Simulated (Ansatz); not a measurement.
`[CH3][SnH2][AlH2]` + `C#C[SiH2][GaH2]` → `[CH3][SnH2][GaH2]` + `C#C[SiH2][AlH2]`  (redistribution)

Program: Ansatz. Geometries: PBE0-D4/def2-TZVP. ΔE: electronic, gas phase. CCSD(T)/CBS adds triple-zeta CCSD(T) − MP2 to the extrapolated MP2 energy (def2 sets, frozen cores). DFT in def2-TZVPP. B3LYP here is the variant with VWN-RPA as its local correlation; programs differ in this. def2 core potentials past Kr. For Ga, Sn outer-core shells are correlated without core-valence functions, which leaves a few kJ/mol of doubt a bond. Scalar relativity is left out up to krypton.

```
             level  ΔE (kJ/mol)  difference from CCSD(T)/CBS
            PBE-D4         -0.2                         -0.3
          B3LYP-D4         -0.9                         -1.0
        r2SCAN0-D4          0.5                          0.4
          BHLYP-D4         -1.0                         -1.1
      MP2/def2-SVP         -0.2                         -0.3
    MP2/def2-TZVPP          0.7                          0.6
SCS-MP2/def2-TZVPP          0.5                          0.4
    MP2/def2-QZVPP          0.4                          0.3
SCS-MP2/def2-QZVPP          0.3                          0.2
      HF/CBS(def2)         -0.8                         -0.9
       CCSD(T)/CBS          0.1                            0
```

Largest T1 diagnostic among the species: 0.014.

Leaving LDA and LC-ωPBE aside and taking each functional with its dispersion term where it has one, the values, not all of them listed here, spread over 4.6 kJ/mol, from BLYP-D4 to B97M-V.
